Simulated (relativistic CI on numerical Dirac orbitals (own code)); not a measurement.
**What each ingredient does to the levels of Co XI**

Base calculation: Dirac-Coulomb-Breit CI, separate exchange-only KLI orbitals for each configuration, model QED, unscaled Slater integrals.

Configuration list (outside the closed core [Ne]): 3s²3p⁵, 3s3p⁶, 3s²3p⁴3d, 3s3p⁵3d, 3p⁶3d, 3s3p⁴3d², 3s²3p⁴4s, 3s²3p⁴4p, 3s²3p³3d4p, 3p⁶4s, 3p⁶4p, 3s²3p⁴4d, 3s3p⁴3d4s, 3s²3p³3d4s, 3s²3p²3d²4s, 3s3p³3d²4s, 3s²3p²3d4s², 3s²3p²3d4s4p, 3s²3p²3d4s4d. Double excitations out of closed p, d and f shells are left out; levels of such configurations are missing from the list, as are those of other unlisted configurations, and high levels can miss mixing partners.

Variants: (1) only the first 3 configurations; (2) one mean potential for all configurations. Shifts of the energy above 3s²3p⁵ ²P°3/2, in cm⁻¹, for the lowest level and the first level of each name with at least 55 % of one term (blank where a level changes its place among those of its configuration and J or its character, or is not in the variant):

```tsv
Level	Base	Δ(1)	Δ(2)
3s²3p⁵ ²P°3/2	0	0	0
3s²3p⁵ ²P°1/2	19396	+186	+6
3s3p⁶ ²S1/2	287910	+14812	-80
3s²3p⁴3d ⁴D5/2	403755	+6447	-76
3s²3p⁴3d ⁴D7/2	403928	+6357	-76
3s²3p⁴3d ⁴D3/2	405236	+6534	-75
3s²3p⁴3d ⁴D1/2	407206	+6614	-75
3s²3p⁴3d ⁴F9/2	437646	+4051	-71
3s²3p⁴3d ²P1/2	438311	+11654	-88
3s²3p⁴3d ⁴F7/2	443725	+4387	-70
3s²3p⁴3d ²P3/2	448021		-89
3s²3p⁴3d ⁴F5/2	448673	+4282	-69
3s²3p⁴3d ⁴F3/2	450404		-75
3s²3p⁴3d ⁴P1/2	453016	+10144	-79
```

At this charge energies of transitions that change n are usually good to better than 1 %, and those within a shell (Δn = 0) to a few per cent.

Ionisation energy from the two ground configurations alone: base 303.444 eV. The NIST ASD value (semi-empirical) is 305.32 eV.
